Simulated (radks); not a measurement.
Problem. These are the eigenvalues of the occupied orbitals of an atom or ion with whole-number occupations (eV). Calculated with a radial shooting solver on a logarithmic mesh with Libxc functionals: Dirac Kohn-Sham, PBE, spin-unpolarised, spherical densities, finite nucleus; Fermi nuclear charge, rms radius of each element as measured or else 0.836 A^(1/3) + 0.57 fm.

1s1/2: -15937.04
2s1/2: -2163.185
2p1/2: -1969.180
2p3/2: -1900.772
3s1/2: -340.0137
3p1/2: -269.5599
3p3/2: -259.0724
3d3/2: -135.4436
3d5/2: -133.6133
4s1/2: -47.2136
4p1/2: -29.8991
4p3/2: -28.7320
5s1/2: -8.3472

Which element is it, and in what charge state? The configuration may be excited. Open shells, if any, are shared by 2j + 1.

Solution. Z = 38, strontium, charge +1: Sr+ in [Kr] 5s1. The list shows which subshells hold electrons but not how many an open one holds; the 1s level, -585.68 hartree, gives Z - s = 34.2 by -(Z - s)^2/2, which with screening and relativity narrows Z to a few neighbours, and the depths of the outer levels then fix element, charge and occupations together.
